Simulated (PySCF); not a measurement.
Spectrum to structure. Method used: TDDFT CAM-B3LYP/def2-SVPD, vertical, gas phase, core orbitals frozen in the response (PySCF). Geometries: GFN2-xTB, one conformer each.

| state | E (eV) | f |
| --- | --- | --- |
| S1 | 6.16 | 0.0030 |
| S2 | 6.93 | 0.0036 |
| S3 | 7.50 | 0.0092 |
| S4 | 7.66 | 0.044 |
| S5 | 7.68 | 0.0022 |
| S6 | 7.85 | 0.0085 |
| S7 | 7.93 | 0.018 |
| S8 | 7.99 | 0.023 |

Triplets computed (Tamm–Dancoff): 5.84, 6.73, 7.33 eV.

Orbital energies (eV): HOMO-3 -11.00, HOMO-2 -10.77, HOMO-1 -9.77, HOMO -8.61, LUMO 0.94, LUMO+1 1.28, LUMO+2 1.66.

Question: Which candidate is it? All have the formula C2H11NSi2.
A. `CN[SiH2][SiH2]C`
B. `CC[SiH2]N[SiH3]`
C. `C[Si@@H](N)C[SiH3]`

Answer: B. Its S1 lies at 6.16 eV; the nearest of the others has S1 at 6.56 eV. S1 is HOMO→LUMO (95%). Löwdin shares by element: HOMO nitrogen 54%, silicon 21%, hydrogen 6% or more (atoms not listed hold the other 18%); LUMO silicon 42%, hydrogen 11% or more, nitrogen 9% (atoms not listed hold the other 38%). At the same level the other candidates give, for their lowest levels:
- `C[Si@@H](N)C[SiH3]`: 6.56 eV (f 0.019); 7.47 eV (f 0.017); 7.68 eV (f 0.035); 7.98 eV (f 0.020); 8.13 eV (f 0.002); T1 6.20 eV; HOMO -8.73, LUMO 1.10 eV
- `CN[SiH2][SiH2]C`: 5.61 eV (f 0.003); 6.61 eV (f 0.015); 6.76 eV (f 0.004); 6.93 eV (f 0.007); 7.12 eV (f 0.030); T1 5.32 eV; HOMO -8.09, LUMO 0.87 eV

Shape of the structure used: `[CH3:1][CH2:2][SiH2:3][NH:4][SiH3:5]`: C1–C2–Si3–N4 -176°, C2–Si3–N4–Si5 -177°.
